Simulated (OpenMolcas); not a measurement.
# V2+ in SrF2

V2+ with its 8 nearest fluoride ions at 2.328 Å, on the Sr site of SrF2 (a = 5.796 Å, distance in the model lattice 2.510 Å). The rest of the host is ab initio model potentials to 7.6 Å and point charges beyond; the distance is set by hand and nothing relaxes. Ligand basis ANO-RCC-VDZP.
```
V     0.0000    0.0000    0.0000
F     1.3441    1.3441    1.3441
F     1.3441    1.3441   -1.3441
F     1.3441   -1.3441    1.3441
F     1.3441   -1.3441   -1.3441
F    -1.3441    1.3441    1.3441
F    -1.3441    1.3441   -1.3441
F    -1.3441   -1.3441    1.3441
F    -1.3441   -1.3441   -1.3441
```

```json
{
 "Program": "OpenMolcas 26.06",
 "Method": "CASSCF",
 "Basis": "ANO-RCC-VDZP [5s4p2d1f]",
 "Scalar Hamiltonian": "DKH2, point nucleus",
 "Active space": "3 electrons in 5 orbitals (3d)",
 "State averaging": "2S+1 = 4 even, 10 roots; 2S+1 = 2 even, 40 roots",
 "Spin-orbit coupling": "RASSI with atomic mean-field integrals over the reference wave functions"
}
```

The lowest spin-free states (labels of O, the rotations of Oh), above the lowest:

```tsv
State	Degeneracy	E (cm-1)	Free-ion L (%)
4T1	3	0.0	F (99)
4T2	3	4200	F (100)
4A2	1	9329	F (100)
2E	2	11918	G (56)
2T2	3	15403	G (84)
2T1	3	15735	G (69)
4T1	3	17829	P (99)
2A1	1	19029	G (100)
2T1	3	19837	P (66)
2T2	3	21675	H (66)
2T1	3	22602	H (78)
2E	2	24332	H (68)
2T2	3	26524	D (70)
2E	2	26712	D (58)
2T1	3	26719	H (60)
2T2	3	36142	F (96)
2T1	3	36838	F (93)
2A2	1	37774	F (100)
2T2	3	56009	D (95)
2E	2	56627	D (100)
```

The lowest levels with spin-orbit coupling:

```csv
E (cm-1),Degeneracy,Label,2S+1,g
0.0,4,Γ8,4,
14.7,2,Γ7,4,1.17 1.17 1.17
231.3,4,Γ8,4,
369.8,2,Γ6,4,4.16 4.16 4.16
4275,2,Γ7,4,3.12 3.12 3.12
4312,4,Γ8,4,
4399,2,Γ6,4,2.21 2.21 2.21
4408,4,Γ8,4,
9486,4,Γ8,4,
12063,4,Γ8,2,
15446,2,Γ7,2,1.78 1.78 1.78
15590,4,Γ8,2,
15788,2,Γ6,2,0.52 0.52 0.52
15962,4,Γ8,2,
17818,2,Γ6,4,2.71 2.71 2.71
17881,4,Γ8,4,
18065,2,Γ7,4,2.62 2.62 2.62
18067,4,Γ8,4,
19155,2,Γ6,2,1.90 1.90 1.90
19935,2,Γ6,2,1.24 1.24 1.24
```

Powder χT (cm3 K/mol): 0.289 at 2 K, 0.409 at 10 K, 0.661 at 50 K, 0.929 at 100 K, 1.36 at 200 K, 1.64 at 300 K. The effective moment at 300 K is 2.828 √(χT) = 3.62 μB.

The lowest level has 2S+1 = 4, for which the spin-only value is χT = S(S+1) / 2 = 1.875 cm3 K/mol (g = 2). The computed 1.640 at 300 K differs by -0.235, through orbital momentum, spin-orbit coupling and any other state in reach. With a threefold ground state the orbital momentum is unquenched, so the spin-only value is not expected to hold.

Metal share of the active 3d orbitals (Löwdin): 96, 96, 96, 98, 98 %; Mulliken charge of the metal 1.76.

A least-squares ligand-field fit to the states below 45000 cm-1, each weighted by its degeneracy and with a free common offset, gives 10Dq = -5274 cm-1 (negative for this site), B = 941 cm-1 and C = 3559 cm-1 (C/B = 3.78), with an rms deviation of 157 cm-1.

The same method and metal basis give the free ion B = 954 cm-1 (fit to its terms below 60000 cm-1, rms deviation 86 cm-1), so the nephelauxetic ratio is β = 941 / 954 = 0.99; it hangs on how both fits weigh the states, and computed free-ion B values tend to be too large, so β mixes covalency with correlation.

An orbital triplet at a regular site is open to Jahn-Teller coupling, which can distort the site and quench the lowest spin-orbit gaps and is left out. Without dynamic correlation the repulsion within the d shell is too large (B by tens of per cent), so at a given field states of lower spin stand too high. Ligand-to-metal charge-transfer states are missing. With no ligand orbital active B as a rule stays too high, so bands that hang on it stand too high and its fall with covalency is understated. With metal d orbitals alone and no dynamic correlation 10Dq can be off by a tenth to a fifth, either way, in oxide and fluoride hosts. No measured value stands beside these numbers; the geometry was set by hand and not optimised.
